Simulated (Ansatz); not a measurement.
C2H5BrOSi can be A, `C=CO[SiH2]Br`, or B, `O=C([SiH3])CBr`.

Calculated with Ansatz (gas phase, PBE0-D4/def2-TZVP geometries, no zero-point term in ΔE). CCSD(T)/CBS is the MP2 limit (def2-TZVPP, def2-QZVPP) plus CCSD(T) − MP2 in def2-TZVPP, frozen cores. Functionals use def2-TZVPP. B3LYP here is the variant with VWN-RPA as its local correlation; programs differ in this. For Br outer-core shells are correlated without core-valence functions, which leaves a few kJ/mol of doubt a bond. Scalar relativity is left out up to krypton. One conformer a species, not always the lowest.

A:

Z-matrix (Å, degrees):
```
Si
Br 1 2.216
O 1 1.639 2 111.0
H 1 1.473 2 109.0 3 116.5
H 1 1.481 2 106.6 3 -120.4
C 3 1.361 1 125.8 2 -69.9
C 6 1.322 3 122.2 1 171.7
H 6 1.089 3 115.7 1 -8.8
H 7 1.083 6 121.4 3 -0.8
H 7 1.081 6 119.6 3 179.2
```

B:

```xyz
10

O    -1.119   -1.604    0.167
C    -0.357   -0.669    0.147
Si   -0.980    1.064   -0.455
C     1.081   -0.858    0.578
Br    2.230   -0.198   -0.839
H    -0.995    1.074   -1.937
H    -2.359    1.204    0.072
H    -0.115    2.155    0.061
H     1.309   -0.260    1.461
H     1.305   -1.909    0.745
```

Which is lower in electronic energy at CCSD(T)/CBS, and by how much? (Best estimate.)

Computed: A, by 224.9 kJ/mol.

Give E(B) − E(A) in kJ/mol with PBE-D4, B3LYP-D4, CCSD/def2-TZVPP, MP2/def2-TZVPP, ωB97M-V, CCSD(T)/def2-SVP, B3LYP. (Estimate.)

Computed: PBE-D4 201.3, B3LYP-D4 219.5, CCSD/def2-TZVPP 222.9, MP2/def2-TZVPP 224.3, ωB97M-V 222.6, CCSD(T)/def2-SVP 194.9, B3LYP 223.2. None reverses the order clearly.

Does the order hold for the free energy at 298.15 K (harmonic terms from PBE0-D4)? (Estimate.)

Computed: Yes: G(B) − G(A) = +216.9 kJ/mol, for one conformer each. Modes under 60 cm⁻¹, often nearly free rotors, make the harmonic entropy too high.

Largest T1 diagnostic: 0.012.

From r2SCAN to r2SCAN0 (25 % exact exchange), in def2-TZVPP and without D4, E(B) − E(A) moves by +9.1 kJ/mol. Leaving LDA and LC-ωPBE aside and taking each functional with its dispersion term where it has one, the values, not all of them listed here, spread over 40.6 kJ/mol, from revPBE-D4 to BHLYP-D4. LDA lies +11.8 kJ/mol from PBE without D4.
